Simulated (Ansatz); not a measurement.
Method: frozen-core CCSD(T)/cc-pVTZ // B3LYP-D3(BJ)/def2-TZVP (Ansatz, a quantum-chemistry and plane-wave program).

Ansatz 0.2 input:
```yaml
crystal:
  periodic: [false, false, false]
  atoms:
    - { symbol: S, position_ang: [0.909632, 0.467011, 0.498089] }
    - { symbol: S, position_ang: [-0.91175, 0.471724, -0.489753] }
    - { symbol: H, position_ang: [1.537924, -0.464329, -0.246129] }
    - { symbol: H, position_ang: [-1.535829, -0.475533, 0.23773] }
basis:
  gaussian: { orbitals: cc-pVTZ }
correlation:
  method: ccsd_t
```

Output:

```
Functional definition: HF
540 factors; integrals over basis functions are off by at most 6.0e-4 eV
mean field evaluation 1: about -21666.4782 eV, gradient 1.2e1 eV
mean field evaluation 2: about -21666.6338 eV, gradient 1.3e1 eV
mean field evaluation 4: about -21667.3442 eV, gradient 1.4e0 eV
mean field evaluation 8: about -21667.3579 eV, gradient 3.9e-3 eV
mean field evaluation 16: about -21667.3383 eV, gradient 2.0e0 eV
mean field -21667.35785835 eV, -796.2607146318 hartree, gradient 1.9e-6 eV, S^2 0.000000; 0 other end points of the search recorded, 0 dependent functions left out
10 core orbitals not correlated
reference -21667.35785835 eV, -796.2607146318 hartree; 7, 7 occupied and 79, 79 virtual orbitals, 540 factors
second order -9.70335680 eV of doubles, -0.00000000 eV of singles
cycle   1  -10.37577013 eV  change   -6.7e-1 eV  update   6.9e-2
cycle   2  -10.66856347 eV  change   -2.9e-1 eV  update   2.1e-2
cycle   3  -10.69906104 eV  change   -3.0e-2 eV  update   7.4e-3
cycle   4  -10.69674580 eV  change    2.3e-3 eV  update   2.1e-3
cycle   5  -10.69636579 eV  change    3.8e-4 eV  update   7.7e-4
cycle   6  -10.69621772 eV  change    1.5e-4 eV  update   3.1e-4
cycle   7  -10.69623022 eV  change   -1.2e-5 eV  update   1.1e-4
cycle   8  -10.69625127 eV  change   -2.1e-5 eV  update   4.1e-5
cycle   9  -10.69624358 eV  change    7.7e-6 eV  update   1.7e-5
perturbative correction -0.47956614 eV, -0.0176237306 hartree
Total energy: -21678.53366807 eV, -796.6714180636 hartree
```

Cost: very roughly 4 core-seconds.
